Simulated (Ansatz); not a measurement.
`[MgH][N]([SiH3])[SiH3]` and `[CH3][AlH][N]([SiH3])[SiH3]` differ in one atom or group.

Ansatz, PBE0-D4/def2-TZVP geometries, multiplicity 1. Each molecule was computed in one conformer, which needn't be the lowest.

| property | `[MgH][N]([SiH3])[SiH3]` |
| --- | --- |
| HOMO energy (B3LYP/def2-TZVPP) / eV | -7.14 |
| size of the dipole moment (PBE/def2-TZVPP) / D | 0.71 |
| HOMO energy (PBE0/def2-TZVPP) / eV | -7.36 |
| HOMO energy (PBE/def2-TZVPP) / eV | -6.11 |
| HOMO–LUMO gap (ωB97M-V/def2-TZVPP) / eV | 10.03 |
| HOMO–LUMO gap (PBE0/def2-TZVPP) / eV | 6.32 |

Task: What does the change do to each property? (Best estimate.)

Result: The calculation gave: 
```json
{"property": "HOMO energy (B3LYP/def2-TZVPP) / eV", "`[CH3][AlH][N]([SiH3])[SiH3]`": "-7.50", "shift": "-0.36"}
{"property": "size of the dipole moment (PBE/def2-TZVPP) / D", "`[CH3][AlH][N]([SiH3])[SiH3]`": "1.07", "shift": "0.36"}
{"property": "HOMO energy (PBE0/def2-TZVPP) / eV", "`[CH3][AlH][N]([SiH3])[SiH3]`": "-7.72", "shift": "-0.36"}
{"property": "HOMO energy (PBE/def2-TZVPP) / eV", "`[CH3][AlH][N]([SiH3])[SiH3]`": "-6.47", "shift": "-0.36"}
{"property": "HOMO–LUMO gap (ωB97M-V/def2-TZVPP) / eV", "`[CH3][AlH][N]([SiH3])[SiH3]`": "10.69", "shift": "0.66"}
{"property": "HOMO–LUMO gap (PBE0/def2-TZVPP) / eV", "`[CH3][AlH][N]([SiH3])[SiH3]`": "6.89", "shift": "0.57"}
```

With PBE0 the HOMO falls by 0.36 eV and the LUMO rises by 0.22 eV, so the gap widens by about 0.58 eV. PBE moves the HOMO by -0.36 eV and ωB97M-V by -0.36 eV. Dipoles are sizes alone; their direction can turn.

B3LYP here is the variant with VWN-RPA as its local correlation; programs differ in this.
